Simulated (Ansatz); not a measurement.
`[SiH3][GeH2][GeH2][SiH2][GeH3]` and `[SiH3][GeH2][GeH2][SiH2][SiH2][GeH3]` differ in one atom or group.

Ansatz, PBE0-D4/def2-TZVP geometries, multiplicity 1. Each molecule was computed in one conformer, which needn't be the lowest.

Scalar relativity is left out up to krypton.

```
                                        property  `[SiH3][GeH2][GeH2][SiH2][GeH3]`
           LUMO energy (ωB97M-V/def2-TZVPP) / eV                              1.31
             HOMO–LUMO gap (PBE/def2-TZVPP) / eV                              5.60
           HOMO energy (ωB97M-V/def2-TZVPP) / eV                             -9.64
             LUMO energy (B3LYP/def2-TZVPP) / eV                             -0.54
size of the dipole moment (B3LYP/def2-TZVPP) / D                              0.16
           HOMO–LUMO gap (B3LYP/def2-TZVPP) / eV                              6.96
```

Question: Give the same properties after the change, and the shifts. (An estimate is asked.)

Answer: Ansatz gave: 
| property | `[SiH3][GeH2][GeH2][SiH2][SiH2][GeH3]` | shift |
| --- | --- | --- |
| LUMO energy (ωB97M-V/def2-TZVPP) / eV | 1.12 | -0.19 |
| HOMO–LUMO gap (PBE/def2-TZVPP) / eV | 5.37 | -0.23 |
| HOMO energy (ωB97M-V/def2-TZVPP) / eV | -9.61 | 0.03 |
| LUMO energy (B3LYP/def2-TZVPP) / eV | -0.72 | -0.18 |
| size of the dipole moment (B3LYP/def2-TZVPP) / D | 0.22 | 0.06 |
| HOMO–LUMO gap (B3LYP/def2-TZVPP) / eV | 6.76 | -0.20 |

Dipoles are sizes alone; their direction can turn.

B3LYP here is the variant with VWN-RPA as its local correlation; programs differ in this.
